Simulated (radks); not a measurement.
Spherical jellium clusters: N electrons in a uniform positive sphere of charge N and radius rs N^(1/3), rs = 3.1 bohr. Method: non-relativistic Kohn-Sham, PBE, spin-polarised, spherical densities; computed with a radial shooting solver with Libxc functionals. Levels are named by radial order and angular momentum (1s, 1p, 1d, 2s, ...), and open shells are averaged over m.

N = 31, configuration 1s2 1p6 1d10 2s2 1f(up 7, down 4). This is the lowest configuration that the search found. Occupied levels:

level,occupation,eigenvalue (eV),<r> (bohr)
1s up,1,-7.3413,5.607
1s down,1,-7.2814,5.410
1p up,3,-6.2243,6.882
1p down,3,-6.0833,6.746
1d up,5,-4.9101,7.705
1d down,5,-4.7161,7.630
2s up,1,-4.5119,6.343
2s down,1,-4.3941,6.446
1f up,7,-3.4043,8.381
1f down,4,-3.1809,8.353

Energy (eV): total -52.3496, kinetic 87.581, external -3169.5, Hartree 1560.8, exchange-correlation -142.46, background 1611.2.
